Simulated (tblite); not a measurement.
Compound: C₄H₁₀FGaO.
Atom-mapped SMILES: `[CH3:1][C:2]([CH3:3])([CH3:4])[O:5][GaH:6][F:7]` (hydrogens: H8, H9, H10 on C1; H11, H12, H13 on C3; H14, H15, H16 on C4; H17 on Ga6)

Computed with GFN2-xTB (tblite), gas phase: L-BFGS steps from a force-field or distance-geometry start until the largest atomic force falls under 0.01 eV/Å.

Step 16: E = -646.3930 eV
```
atom  x, y, z in Å  |  force x, y, z in eV/Å
C1     -1.0336    1.0991    0.0593   -0.105   0.238  -0.038
C2     -0.2782   -0.2376   -0.0273    0.054  -0.021  -0.136
C3     -1.2030   -1.3948    0.3591   -0.028  -0.153   0.122
C4      0.3400   -0.4910   -1.4062    0.013  -0.035  -0.130
O5      0.8050   -0.2444    0.9169    0.073   0.174  -0.133
Ga6     2.2012    0.7736    0.4960   -0.289   0.000   0.093
F7      1.8687    2.4597    0.1380    0.084   0.035   0.040
H8     -0.9073    1.7258   -0.8268    0.132  -0.177   0.032
H9     -2.1026    0.9550    0.2204    0.118  -0.047  -0.076
H10    -0.6336    1.6479    0.9151   -0.097  -0.007  -0.064
H11    -1.7710   -1.7746   -0.4954    0.163   0.177   0.196
H12    -1.8875   -1.0698    1.1363   -0.066  -0.038   0.019
H13    -0.5969   -2.1896    0.7812    0.025  -0.182  -0.111
H14    -0.3731   -0.6474   -2.2135   -0.151  -0.024   0.177
H15     0.9580    0.3740   -1.6747    0.029   0.128  -0.007
H16     1.0016   -1.3585   -1.3234   -0.155  -0.007  -0.080
H17     3.6054    0.3846    0.1433    0.200  -0.062   0.097
```

Step 17: E = -646.4064 eV
```
atom  x, y, z in Å  |  force x, y, z in eV/Å
C1     -1.0390    1.1003    0.0540   -0.053   0.079  -0.047
C2     -0.2801   -0.2367   -0.0405    0.038   0.016  -0.021
C3     -1.2004   -1.3949    0.3679    0.066  -0.024   0.092
C4      0.3381   -0.4920   -1.4195   -0.032   0.030  -0.045
O5      0.8084   -0.2344    0.8961    0.081   0.088  -0.040
Ga6     2.2126    0.7690    0.5019   -0.390   0.089   0.078
F7      1.8736    2.4570    0.1528    0.103   0.031   0.038
H8     -0.9131    1.7260   -0.8283    0.145  -0.093  -0.039
H9     -2.1041    0.9431    0.2090    0.021  -0.022  -0.065
H10    -0.6465    1.6452    0.9149   -0.078  -0.012  -0.068
H11    -1.7814   -1.7741   -0.4738    0.124   0.127   0.099
H12    -1.8766   -1.0606    1.1499   -0.004  -0.079   0.030
H13    -0.5826   -2.1872    0.7786   -0.025  -0.163  -0.080
H14    -0.3809   -0.6399   -2.2218   -0.131  -0.037   0.128
H15     0.9600    0.3763   -1.6785   -0.009   0.032  -0.019
H16     0.9928   -1.3650   -1.3326   -0.160   0.031  -0.117
H17     3.6123    0.3801    0.1682    0.303  -0.090   0.075
```

Q: Estimate the geometry and energy of step 18. (The exact step hangs on the optimiser's Hessian estimate; all steps are aligned on step 17, rigid shifts and turns removed.)

A: E = -646.4197 eV, largest force 0.293 eV/Å
```
atom  x, y, z in Å  |  force x, y, z in eV/Å
C1     -1.0458    1.1018    0.0470    0.023  -0.121  -0.052
C2     -0.2817   -0.2354   -0.0548    0.008   0.046   0.119
C3     -1.1960   -1.3946    0.3788    0.156   0.099   0.044
C4      0.3347   -0.4920   -1.4345   -0.089   0.094   0.056
O5      0.8127   -0.2241    0.8730    0.045  -0.012   0.059
Ga6     2.2191    0.7662    0.5105   -0.255   0.143   0.020
F7      1.8807    2.4557    0.1697    0.113   0.046   0.033
H8     -0.9172    1.7255   -0.8312    0.147   0.005  -0.121
H9     -2.1064    0.9292    0.1949   -0.085   0.011  -0.060
H10    -0.6622    1.6418    0.9133   -0.053  -0.003  -0.052
H11    -1.7913   -1.7719   -0.4487    0.068   0.067  -0.012
H12    -1.8632   -1.0517    1.1660    0.070  -0.116   0.045
H13    -0.5670   -2.1864    0.7747   -0.071  -0.129  -0.043
H14    -0.3916   -0.6324   -2.2294   -0.119  -0.035   0.058
H15     0.9618    0.3789   -1.6831   -0.056  -0.069  -0.041
H16     0.9796   -1.3713   -1.3451   -0.136   0.048  -0.146
H17     3.6268    0.3728    0.1971    0.235  -0.073   0.093
```

The energy changes by -0.0133 eV. The first-order estimate −F·Δx gives -0.0186 eV and the mean of the old and new forces, exact on a quadratic surface, -0.0133 eV. The step makes an angle of 70° with the force vector and moves no atom by more than 0.033 Å.

What follows is the cost of the whole relaxation. Time: 0.55 s wall. Hardware: one thread of an Arm Neoverse V2, shared host.
